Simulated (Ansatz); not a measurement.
Consider the formal exchange of groups at a C–C bond: `FC[CH2][GeH3]` + `C[O][AlH2]` → `C[O][AlH][CH2]F` + `[CH3][GeH3]`.

Isolated molecules relaxed with PBE0-D4/def2-TZVP in Ansatz; ΔE leaves out vibrations. CBS: MP2 limit from def2 TZ/QZ plus the TZ coupled-cluster correction, frozen cores. Functionals use def2-TZVPP. B3LYP here is the variant with VWN-RPA as its local correlation; programs differ in this. For Ge outer-core shells are correlated without core-valence functions, which leaves a few kJ/mol of doubt a bond. Scalar relativity is left out up to krypton. One conformer a species, not always the lowest.

Problem. Is it downhill or uphill in electronic energy at CCSD(T)/CBS, and by how much? (Best estimate.)

Solution. The calculation gave: Downhill: ΔE = -11.6 kJ/mol.

Problem. What do these levels give: PBE-D4, r2SCAN-D4, PBE0-D4, ωB97X-V, B2PLYP, PBE, r2SCAN, B3LYP, SCS-MP2/def2-TZVPP, CCSD(T)/def2-TZVPP, MP2/def2-QZVPP, CCSD/CBS(def2)? (Estimate.)

Solution. Ansatz gave: PBE-D4 -17.0, r2SCAN-D4 -15.8, PBE0-D4 -13.8, ωB97X-V -11.3, B2PLYP -15.4, PBE -18.3, r2SCAN -16.0, B3LYP -18.8, SCS-MP2/def2-TZVPP -8.6, CCSD(T)/def2-TZVPP -9.7, MP2/def2-QZVPP -10.8, CCSD/CBS(def2) -11.5 kJ/mol.

Largest T1 diagnostic among the species: 0.012.

From PBE to PBE0 (25 % exact exchange), in def2-TZVPP and without D4, ΔE moves by +3.5 kJ/mol.
